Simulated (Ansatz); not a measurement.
Ansatz (a first-principles code) input (B3LYP-D3(BJ)/def2-TZVP):

Ansatz 0.2 input:
```yaml
crystal:
  periodic: [false, false, false]
  atoms:
    - {symbol: B, position_ang: [1.39536958, -0.02889905, -0.23131155]}
    - {symbol: F, position_ang: [2.20696624, -0.38193438, -1.16364840]}
    - {symbol: F, position_ang: [1.74797470, 0.46163116, 0.90085011]}
    - {symbol: O, position_ang: [0.02596221, -0.19903701, -0.48756381]}
    - {symbol: C, position_ang: [-1.08628744, 0.12273210, 0.40736527]}
    - {symbol: H, position_ang: [-0.67416925, 0.54242960, 1.32407336]}
    - {symbol: H, position_ang: [-1.73355235, 0.85439860, -0.07705122]}
    - {symbol: H, position_ang: [-1.63883664, -0.78984495, 0.63309144]}
    - {symbol: H, position_ang: [-0.25976559, -0.57480968, -1.34337077]}
basis:
  gaussian:
    orbitals: def2-TZVP
hamiltonian:
  xc: b3lyp
  dispersion: d3bj
total_charge: 1
relax: {f_tol: 0.002, max_steps: 150}
```

End of the output:

```
mean field evaluation 64: about -9259.2884 eV, gradient 1.8e-5 eV
mean field -9259.28842086 eV, -340.2725732955 hartree, gradient 1.8e-5 eV, S^2 0.000000; 1 other end points of the search recorded, 0 dependent functions left out
the calculation of the forces begins
reference -9259.28864319 eV, -340.2725814661 hartree; 20, 20 occupied and 159, 159 virtual orbitals, 988 factors
Total energy: -9259.49815164 eV, -340.2802807594 hartree
Atom 0 at     1.429155    -0.027453    -0.233174 Å, force    -0.000116    -0.000932    -0.000989 eV/Å
Atom 1 at     2.210219    -0.394765    -1.191372 Å, force     0.000398     0.000306     0.000006 eV/Å
Atom 2 at     1.740595     0.470407     0.913823 Å, force    -0.000330     0.000341     0.000003 eV/Å
Atom 3 at     0.020658    -0.201299    -0.489686 Å, force    -0.001186    -0.000142    -0.000259 eV/Å
Atom 4 at    -1.131631     0.133822     0.439984 Å, force    -0.000338     0.000227     0.000316 eV/Å
Atom 5 at    -0.666708     0.542265     1.329426 Å, force     0.000010    -0.000299    -0.000059 eV/Å
Atom 6 at    -1.737369     0.863791    -0.085697 Å, force     0.000518    -0.000106    -0.000097 eV/Å
Atom 7 at    -1.644799    -0.802372     0.630579 Å, force     0.000253     0.000172    -0.000390 eV/Å
Atom 8 at    -0.236459    -0.577728    -1.351449 Å, force     0.000792     0.000433     0.001469 eV/Å
Dipole moment:    -1.076594    -0.129719    -0.186017 e Å
```

It need not be the lowest isomer of its formula.
